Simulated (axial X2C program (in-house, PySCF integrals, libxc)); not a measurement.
Density and ELF of LiAs⁺

All values were computed with an in-house all-electron X2C program for linear molecules (integrals from PySCF). Two-component (2c) means X2C with spin–orbit coupling and atomic mean-field two-electron Coulomb and Gaunt terms. Basis: As dyall-cv3z [9s9p6d4f1g], Li dyall-cv3z [7s8p2d] (cores contracted in-house); Gaussian nuclei, density fitting, unrestricted open shells. Masses: As 74.922 u, Li 7.016 u.

PBE0, two-component, state Ω = 3/2 (⟨Sz⟩ = 1.49, ⟨Lz⟩ = 0.01 at PBE0); As at z = 0, Li at z = 2.751 Å.

The maps cover the half plane through the axis: z from -2.4 to 4.8 Å along the bond, ρ from 0.15 to 2.25 Å away from it.

log10 of the density in e/bohr³:

```
 ρ\z  -2.4  -1.8  -1.2  -0.6   0.0   0.6   1.2   1.8   2.4   3.0   3.6   4.2   4.8
0.15  -3.5  -2.5  -1.5  -0.5   1.4  -0.5  -1.4  -1.9  -0.6  -0.2  -2.5  -4.8  -6.0
0.45  -3.5  -2.5  -1.6  -0.8   0.2  -0.8  -1.5  -2.0  -1.4  -1.2  -2.9  -5.0  -6.0
0.75  -3.6  -2.7  -1.8  -1.2  -0.8  -1.1  -1.7  -2.2  -2.3  -2.3  -3.6  -5.4  -6.0
1.05  -3.8  -2.9  -2.1  -1.5  -1.3  -1.5  -1.9  -2.4  -2.8  -3.2  -4.3  -5.7  -6.0
1.35  -4.0  -3.1  -2.4  -1.9  -1.7  -1.8  -2.2  -2.7  -3.1  -3.7  -4.6  -5.7  -6.1
1.65  -4.2  -3.4  -2.8  -2.3  -2.1  -2.2  -2.6  -3.0  -3.4  -4.0  -4.8  -5.8  -6.4
1.95  -4.5  -3.8  -3.2  -2.7  -2.6  -2.6  -2.9  -3.3  -3.7  -4.3  -5.0  -6.0  -6.7
2.25  -4.7  -4.1  -3.6  -3.2  -3.0  -3.1  -3.3  -3.7  -4.0  -4.6  -5.3  -6.2  -7.1
```

Electron localisation function (collinear form, no current term, damped to 0 at low density):

```
 ρ\z  -2.4  -1.8  -1.2  -0.6   0.0   0.6   1.2   1.8   2.4   3.0   3.6   4.2   4.8
0.15  0.05  0.52  0.78  0.21  0.24  0.20  0.83  0.17  1.00  1.00  0.91  0.00  0.00
0.45  0.04  0.49  0.79  0.25  0.57  0.23  0.84  0.30  0.67  1.00  0.40  0.00  0.00
0.75  0.03  0.42  0.79  0.64  0.25  0.60  0.83  0.53  0.02  0.29  0.00  0.00  0.00
1.05  0.01  0.32  0.74  0.83  0.75  0.80  0.78  0.64  0.02  0.00  0.00  0.00  0.00
1.35  0.00  0.19  0.63  0.81  0.83  0.79  0.69  0.57  0.10  0.00  0.00  0.00  0.00
1.65  0.00  0.07  0.45  0.70  0.75  0.68  0.54  0.39  0.11  0.00  0.00  0.00  0.00
1.95  0.00  0.02  0.22  0.49  0.57  0.49  0.33  0.17  0.03  0.00  0.00  0.00  0.00
2.25  0.00  0.00  0.06  0.22  0.31  0.25  0.13  0.04  0.00  0.00  0.00  0.00  0.00
```

Axial spin density in 10⁻³ e/bohr³:

```
 ρ\z  -2.4  -1.8  -1.2  -0.6   0.0   0.6   1.2  1.8  2.4  3.0  3.6  4.2  4.8
0.15   0.3   2.5  17.7  31.9  29.1  19.9  23.0  8.4  0.7  2.6  0.1  0.0  0.0
0.45   0.2   2.2  14.7  40.3   0.7  31.3  19.7  7.1  1.4  0.2  0.0  0.0  0.0
0.75   0.2   1.6  10.0  34.0  38.9  30.9  14.2  5.2  1.5  0.1  0.0  0.0  0.0
1.05   0.1   1.0   5.8  19.7  28.7  20.0   8.8  3.3  1.1  0.2  0.0  0.0  0.0
1.35   0.1   0.6   3.0   9.2  13.9  10.2   4.8  1.9  0.7  0.2  0.0  0.0  0.0
1.65   0.1   0.3   1.4   3.9   5.8   4.5   2.3  0.9  0.4  0.1  0.0  0.0  0.0
1.95   0.0   0.1   0.6   1.6   2.3   1.9   1.0  0.5  0.2  0.1  0.0  0.0  0.0
2.25   0.0   0.1   0.2   0.6   0.8   0.7   0.4  0.2  0.1  0.0  0.0  0.0  0.0
```

Occupations by symmetry block were frozen at the best pattern of an incomplete PBE0 search. Density functionals use the spin component along the axis (collinear). With several unpaired electrons one determinant need not be a pure state. This is the top spin component of a Σ state; components of lower Ω are not single determinants and can lie lower.
